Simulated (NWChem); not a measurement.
**Basis-set convergence for H₅AlSi**

SMILES: [AlH2][SiH3]
```xyz
7

Al     0.0311    -0.6142    -1.1574
H     -1.2943    -0.7431    -2.0255
H      1.3830    -1.2183    -1.7347
Si    -0.0254     0.5365     1.0222
H     -0.0428     2.0216     0.8151
H      1.1607     0.2223     1.8780
H     -1.2556     0.1912     1.8024
```
Charge 0, spin multiplicity 1.

The numbers come from NWChem runs, not from measurements. The geometry was optimised at B3LYP/def2-SVP, a minimum by its harmonic frequencies.

Quantity: vertical ionisation energy at the level ΔMP2 (Δ: difference of total energies, the cation a doublet at the parent's geometry; it is the state that the SCF runs reached, from PBE0 orbitals for Hartree-Fock references, and need not be the lowest).

The correlated methods keep 10 core orbitals frozen. The Pople sets run with spherical d functions. The structure started from a generated list of species. No SCF solution was tested for a lower state. Open-shell Hartree-Fock references start from PBE0 orbitals; any time given for them includes that run.

Costs are rough ratios of processor time within this set of runs, SCF included, with STO-3G as 1.

```json
[
 {"basis": "STO-3G", "functions": "23", "vertical ionisation energy (eV)": "?", "relative cost": "1"},
 {"basis": "3-21G", "functions": "36", "vertical ionisation energy (eV)": "9.52", "relative cost": "under 3"},
 {"basis": "6-31G*", "functions": "46", "vertical ionisation energy (eV)": "9.47", "relative cost": "under 3"},
 {"basis": "cc-pVDZ", "functions": "61", "vertical ionisation energy (eV)": "?", "relative cost": "5"},
 {"basis": "6-311G**", "functions": "82", "vertical ionisation energy (eV)": "9.64", "relative cost": "4"},
 {"basis": "6-311++G**", "functions": "95", "vertical ionisation energy (eV)": "9.64", "relative cost": "6"},
 {"basis": "aug-cc-pVDZ", "functions": "99", "vertical ionisation energy (eV)": "?", "relative cost": "40"},
 {"basis": "pcseg-2", "functions": "138", "vertical ionisation energy (eV)": "9.76", "relative cost": "20"},
 {"basis": "cc-pVTZ", "functions": "138", "vertical ionisation energy (eV)": "9.81", "relative cost": "30"},
 {"basis": "def2-TZVPP", "functions": "154", "vertical ionisation energy (eV)": "9.81", "relative cost": "30"}
]
```

Q: Some entries are withheld; supply them.

A: 
- STO-3G, vertical ionisation energy (eV): 6.74
- cc-pVDZ, vertical ionisation energy (eV): 9.68
- aug-cc-pVDZ, vertical ionisation energy (eV): 9.72
